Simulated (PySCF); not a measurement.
# How methods differ on the excitation energy of Al

Al [Ne] 3s2 3p1 (2P) → Al [Ne] 3s2 4s1 (2S), as a difference of total energies. Computed with PySCF 2.14 in aug-cc-pVQZ-DK (7s6p4d3f2g, 84 functions), with scalar relativity by spin-free X2C-1e. Correlated levels: valence: [Ne] frozen. The calculations carry no spin-orbit coupling.

| method | excitation energy (eV) | error (eV) |
| --- | --- | --- |
| UHF | 2.988 | -0.145 |
| LDA | 3.066 | -0.067 |
| PBE | 3.121 | -0.012 |
| PBE0 | 3.176 | +0.043 |
| r2SCAN | 3.357 | +0.224 |
| BP86 | 3.144 | +0.011 |
| r2SCANh | 3.349 | +0.216 |
| B2PLYP | 3.105 | -0.028 |
| CAM-B3LYP | 3.182 | +0.049 |
| MP2 (valence) | 3.087 | -0.046 |
| SCS-MP2 (valence) | 3.093 | -0.040 |

Reference: 3.133 eV (measured; NIST levels, between the centres of gravity of the two terms).

Errors of the correlated levels include the incompleteness of this basis and the frozen core.
